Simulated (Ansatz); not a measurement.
Consider the redistribution: `C[Si](N)(F)Cl` + `C[O][ZnH]` → `C[SiH](N)Cl` + `C[O][Zn][F]`.

Calculated with Ansatz (gas phase, PBE0-D4/def2-TZVP geometries, no zero-point term in ΔE). CCSD(T)/CBS adds triple-zeta CCSD(T) − MP2 to the extrapolated MP2 energy (def2 sets, frozen cores). Functionals use def2-TZVPP. For Zn outer-core shells are correlated without core-valence functions, which leaves a few kJ/mol of doubt a bond. Scalar relativity is left out up to krypton. Each species was taken in one conformer, which may not be the lowest.

```csv
level,ΔE (kJ/mol)
r2SCAN,102.8
CCSD/CBS(def2),91.3
```

**Question.** What does CCSD(T)/CBS give? (Estimate.)

**Answer.** The calculation gave: +91.6 kJ/mol. The listed levels differ from it by 11.2, -0.3 kJ/mol.

Largest T1 diagnostic among the species: 0.017.

At CCSD(T), def2-SVP lies −8.8 kJ/mol from the extrapolated value and def2-TZVPP +7.0 kJ/mol. The D4 term adds +3.7 kJ/mol with B3LYP and +1.9 kJ/mol with PBE0; it sums over pairs of atoms, weighted by their polarisabilities, and B3LYP, whose exchange is more repulsive, gets the larger term. From BLYP to BHLYP (50 % exact exchange), in def2-TZVPP and without D4, ΔE moves by +10.2 kJ/mol.

B3LYP here is the variant with VWN-RPA as its local correlation; programs differ in this.
